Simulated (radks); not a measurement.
Results of a calculation; reference values are marked as such.
Valence configurations of the phosphorus ion P+ (all share [Ne]). Code: a radial shooting solver on a logarithmic mesh with Libxc functionals. Model: scalar-relativistic Kohn-Sham, PBEsol, spin-polarised, spherical densities, point nucleus; open shells are filled with parallel spins first. Energies are relative to 3s2 3p2; eigenvalues in eV for spin up.

valence      E (eV)  moment (Bohr magnetons)    e(3p)    e(3s)
3s2 3p2       0.000                        2  -14.968  -24.061
3s1 3p3       5.577                        4  -15.990  -25.284
3s1.5 3p2.5   3.119                        3  -15.527  -24.721
3p4          18.272                        2  -16.152        -

NIST lists [Ne] 3s2 3p2 as the ground configuration; this level of theory agrees among the configurations tried. The energies are those of spherical high-spin densities, not of single terms.
